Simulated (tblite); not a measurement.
Species: C5H2F6.
Atom-mapped SMILES: `[CH:1]#[C:2][CH:3]([C:4]([F:5])([F:6])[F:7])[C:8]([F:9])([F:10])[F:11]` (hydrogens: H12 on C1; H13 on C3)

Computed with GFN2-xTB (tblite), gas phase: nudged elastic band of 9 images (0 to 8), spring 0.2 eV/Å², climbing image at the end, force threshold 0.05 eV/Å. No saddle search or frequency run followed, so the top image need not be a first-order saddle, and its height can exceed the method's true barrier by a kcal/mol or more.

The band describes a rotation about C4–C3 (CF3 carbon, propargylic carbon), followed by the dihedral F7–C4–C3–C8, from the optimised start (179°) to a second optimised geometry at -61°.

**Question.** Give the energy profile along the converged band.

**Answer.** 
```csv
image,dihedral (°),E (kJ/mol),C4–C3 (Å),F7···C8 (Å),largest true force (eV/Å)
0,179,0.00,1.537,3.71,0.01
1,-164,1.66,1.539,3.70,0.05
2,-150,4.51,1.544,3.66,0.05
3,-135,6.85,1.548,3.59,0.05
4,-119,7.61,1.549,3.49,0.04
5,-104,6.45,1.547,3.36,0.04
6,-89,3.81,1.542,3.21,0.05
7,-74,1.12,1.538,3.06,0.04
8,-61,0.00,1.537,2.96,0.01
```

Barriers of this band. The top is image 4 at -119°: 7.6 kJ/mol in either direction, as the ends lie within 0.002 eV of each other. The central bond is 0.012 Å longer at the top than at the start.

**Question.** What rate follows at 200 K for crossing this barrier forward?

**Answer.** Taking the electronic barrier for the free energy of activation (no zero-point or entropy terms, transmission 1), rate = (kT/h)·exp(−ΔE/kT) ≈ 4 × 10^10 s⁻¹, whose inverse is 2 × 10^-11 s. An error of 1 kcal/mol in the barrier changes this by a factor of 12, and the method and the loose band can each miss by that much or more.

The cost below is that of the whole band run. The run took 8.8 s on an Intel Xeon at 2.50 GHz with one thread, no GPU, on a shared host, and the process peaked at 0.18 GiB of memory.
